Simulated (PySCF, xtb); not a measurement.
MoO₂FCl, SMILES [Cl][Mo](=[O])([F])=[O], multiplicity 1.

xtb 6.7.1 with GFN2-xTB at its own geometry gives an orbital gap of 3.62 eV and a dipole moment of 3.83 D.

Geometry optimised at B3LYP-D3(BJ)/def2-SVP. The multiplicity is an assumed one; no other spin state was optimised. The structure was generated by enumeration; whether it is a known compound was not checked. The def2 effective core potentials stand for the cores of Mo; spin–orbit coupling is left out.

Q: What does CAM-B3LYP/def2-TZVP (PySCF) give? (Estimate from the structure and the level; the computed values follow.)

A: gap 8.75 eV (levels -11.44 and -2.68 eV), dipole 1.07 D.
